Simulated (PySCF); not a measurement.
## Telling isomers of C5H5FO apart by NMR

- shieldings: GIAO PBE0/pcSseg-1
- geometry from GFN2-xTB
- couplings computed with B3LYP/pcJ-1 (spin–dipole term left out of most H,H and C,H couplings)
- run in PySCF 2.14
- a single conformation, averaged over atoms made equivalent by symmetry, fast rotation or ring inversion, relativity neglected, in vacuum

δ = σ(ref) − σ, references computed at the same level: TMS for ¹H, ¹³C. Multiplet labels drop J under 1 Hz and among equivalent protons, and merge close values. Unscaled 3J(H,H) run several per cent high. One-bond C–F couplings are unscaled and too large by tens of Hz. Shifts are as computed. Against solution values, carbons near 30 ppm lie about +3 ppm off and those near 130 ppm about +5 ppm. Of 1211 compounds with measured shifts, 218 miss one by over three times the rms of a fit or turn the order of signals round; such compounds aren't used in these exercises.

(1) Tabulate the signals of `C=C/C(C=O)=C/F`, `C=C/C=C\C(=O)F`, `C=C(C)C(F)=C=O`, `C=CC(=C)C(=O)F` and their relative energies.

(2) What is the quickest way to tell C=C/C(C=O)=C/F from C=C(C)C(F)=C=O?

(3) What is the quickest way to tell C=C(C)C(F)=C=O from C=CC(=C)C(=O)F?

(4) What is the quickest way to tell C=C/C(C=O)=C/F from C=C/C=C\C(=O)F?

Answers

(1) 
```tsv
SMILES	carbon types	δC	δH	E rel. (kcal/mol)
C=C/C(C=O)=C/F	1×C 3×CH 1×CH2	192.0, 178.0, 131.9, 131.6, 127.1	10.71 (dd, 1H), 7.67 (d, 1H), 7.53 (dd, 1H), 6.06 (m, 1H), 5.84 (d, 1H)	22.1
C=C/C=C\C(=O)F	1×C 3×CH 1×CH2	164.7, 162.8, 142.1, 140.8, 118.3	8.55 (dtd, 1H), 7.10 (tdd, 1H), 6.23 (dt, 1H), 6.09 (dd, 1H), 5.82 (ddq, 1H)	0.0
C=C(C)C(F)=C=O	3×C 1×CH2 1×CH3	264.5, 135.8, 130.7, 114.8, 19.2	5.47 (d of quint, 1H), 5.14 (d of quint, 1H), 1.73 (dt, 3H)	32.1
C=CC(=C)C(=O)F	2×C 1×CH 2×CH2	162.3, 145.8, 139.2, 138.3, 131.7	7.20 (dd, 1H), 6.98 (dd, 1H), 6.56 (ddd, 1H), 6.40 (d, 1H), 5.91 (ddt, 1H)	3.5
```

Energies are electronic energies at PBE0/pcSseg-1 on these geometries, without zero-point or thermal terms, each for the one conformer computed, which needn't be the lowest.

(2) Both give the same number of carbon signals, but DEPT or the intensities differ. The first has an aldehyde carbonyl carbon (CH) at 192.0 ppm, the second a central carbon of a ketene (C) at 264.5 ppm. In the proton spectra the most deshielded non-exchanging signals are 10.71 (dd, J = 3.2, 1.1 Hz, 1H) and 5.47 (d of quint, J = 2.6, 1.3 Hz, 1H).

(3) Both give the same number of carbon signals, but DEPT or the intensities differ. The first has a central carbon of a ketene (C) at 264.5 ppm, the second an alkene CH at 139.2 ppm. Their most deshielded carbons lie at 264.5 and 162.3 ppm. In the proton spectra the most deshielded non-exchanging signals are 5.47 (d of quint, J = 2.6, 1.3 Hz, 1H) and 7.20 (dd, J = 18.9, 1.7 Hz, 1H).

(4) Both give the same number of carbon signals, with the same numbers of each carbon type, so the positions decide. The first has an α carbon of a C=C–C=O unit (C) at 127.1 ppm, the second a carbonyl carbon (C) at 164.7 ppm. Their most deshielded carbons lie at 192.0 and 164.7 ppm. In the proton spectra the most deshielded non-exchanging signals are 10.71 (dd, J = 3.2, 1.1 Hz, 1H) and 8.55 (dtd, J = 18.2, 12.0, 1.4 Hz, 1H).
